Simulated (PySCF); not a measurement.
All values below come from CAM-B3LYP-D3(BJ)/def2-TZVP run with PySCF. Isolated molecules, 0 K electronic values unless said otherwise. Excitations are Tamm–Dancoff values on a coarser integration grid. The basis has no diffuse functions, so Rydberg states are missing or too high.

Reference species (SMILES): `B1=BCC1` (neutral, multiplicity 1).

```json
{
  "HOMO": "-6.45 eV",
  "LUMO": "-1.53 eV",
  "brightest of the four lowest singlets (TDA)": "4.74 eV"
}
```

Changed species: `BC#CB`.

Task: What does the change do to the HOMO, LUMO and brightest of the four lowest singlets (TDA)?

Result: the HOMO drops by 3.47 eV, to -9.92 eV; the LUMO rises by 0.22 eV, to -1.31 eV; the brightest of the four lowest singlets (TDA) rises by 1.91 eV, to 6.65 eV.
